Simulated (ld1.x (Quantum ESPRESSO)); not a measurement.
Which setting gave this result? (potassium, TM)

Base potential:

```
Element                 : potassium (K)
Generator               : ld1.x (Quantum ESPRESSO) 7.5
Type                    : norm-conserving Troullier–Martins (Kleinman–Bylander form)
Functional              : PBEsol
Relativity              : scalar-relativistic
Frozen core             : [Ne]
Valence charge          : 9
Reference configuration : 3s2 3p6 3d0 4s0 4p0 (charge +1)
Partial waves           : 3s (bound): rc 1.75 bohr; 3p (bound): rc 2.10 bohr; 3d (bound, empty): rc 2.35 bohr
Local potential         : all-electron potential smoothed inside 1.40 bohr (lloc = -1)
Core correction         : none
```

Cutoffs, loose and tight: the cutoffs (Ry, on a coarse ladder) from which the occupation-weighted sum of valence levels, in a spherical-Bessel basis at the reference potential, stays within 10 and 1 mRy of its value at 400 Ry. They do not see the model core or the augmentation charge, which bear on the density cutoff. Test errors are all-electron minus pseudo excitation energies from the reference, over the configurations 3s2 3p6 3d0 4s1 4p0; 3s2 3p6 3d0 4s0.5 4p0; 3s2 3p6 3d0 4s0 4p1; 3s2 3p5 3d0 4s1 4p0; 3s1 3p6 3d0 4s1 4p0; 3s2 3p6 3d0.5 4s0.5 4p0; 3s2 3p6 3d1 4s0 4p0; variants that change the core or the reference have their own tests.

Only the s radius is moved:

```
s radius (bohr)  cutoff, loose  cutoff, tight  bound ghosts  largest test error (meV)
           1.14          80 Ry         110 Ry          none                       +65
           1.52          45 Ry          70 Ry          none                      +127
           1.68          30 Ry          55 Ry          none                      +192
           2.04          25 Ry          45 Ry          none                      +373
           2.54          25 Ry          35 Ry          none                      +657
```

Q: One more run gave cutoff, loose: 25 Ry; cutoff, tight: 40 Ry; bound ghosts: none; largest test error (meV): +539. Which value of the s radius was used?

A: 2.28 bohr. The tight cutoff moves one way along this sweep, from 110 Ry at 1.14 to 35 Ry at 2.54 bohr, which places the run between 2.04 and 2.54 bohr.
